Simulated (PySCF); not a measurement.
C2H4FNOSi, SMILES N#CO[Si@H](F)C.

The structure is a stationary point at PBE0-D3(BJ)/def2-SVP. The structure was generated by enumeration; whether it is a known compound was not checked. One conformer was computed; it need not be the lowest.

The numbers are results of TDA-PBE/def2-SVPD run with PySCF, not measurements.

Vertical excitations. Isolated molecule, no solvent.

Computed lowest excited states:
```tsv
state	energy (eV)	λ (nm)	f	main pairs
S1	6.59	188	0.009	HOMO→LUMO 98 %
S2	6.77	183	0.009	HOMO→LUMO+1 62 %, HOMO−1→LUMO 32 %
S3	6.83	181	0.019	HOMO−1→LUMO 58 %, HOMO→LUMO+1 32 %
S4	6.94	179	0.007	HOMO→LUMO+2 89 %
S5	6.95	178	0.005	HOMO−1→LUMO+1 90 %
S6	7.15	173	0.004	HOMO−1→LUMO+2 99 %
S7	7.56	164	0.013	HOMO−2→LUMO 99 %
S8	7.67	162	0.002	HOMO→LUMO+3 96 %
S9	7.76	160	0.004	HOMO−2→LUMO+1 98 %
S10	7.95	156	0.002	HOMO−2→LUMO+2 99 %
T1	6.34	196	0	HOMO→LUMO 94 %
T2	6.45	192	0	HOMO→LUMO+1 69 %
T3	6.57	189	0	HOMO−1→LUMO 92 %
T4	6.74	184	0	HOMO−1→LUMO+1 58 %, HOMO→LUMO+1 15 %, HOMO−1→LUMO+3 14 %
```
Triplets are in the Tamm–Dancoff approximation.
